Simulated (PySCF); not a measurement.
C3H5FOSi, SMILES C1C=C[Si@@H](O1)F.

Geometry: B3LYP-D3(BJ)/def2-SVP. The structure was generated by enumeration; whether it is a known compound was not checked. One conformer was computed; it need not be the lowest.

Two levels are set side by side: TDDFT-PBE/def2-SVPD (PySCF) and TDDFT-B3LYP/def2-SVPD (PySCF). Vertical, same geometry. The lowest singlet is HOMO→LUMO 65 %, HOMO−1→LUMO 34 % with PBE and HOMO→LUMO 48 %, HOMO−1→LUMO 47 % with the other functional; states are paired by order. Differences are taken from unrounded values.

```
quantity                               TDDFT-B3LYP  TDDFT-PBE  TDDFT-PBE minus TDDFT-B3LYP
-------------------------------------  -----------  ---------  ---------------------------
lowest singlet excitation (eV)                6.38       5.55                        -0.83
lowest triplet excitation (TDA) (eV)          4.34       4.39                         0.05
first bright state (f over 0.05) (eV)         6.38       6.80                         0.42
its oscillator strength                       0.09       0.15                         0.06
```

A lower first singlet is the usual sign of a functional without exact exchange. Differences between two approximate levels are no errors against the true value.

Rough cost on one machine, each run with all the roots and properties that it gave: TDDFT-B3LYP against TDDFT-PBE about 3 times.
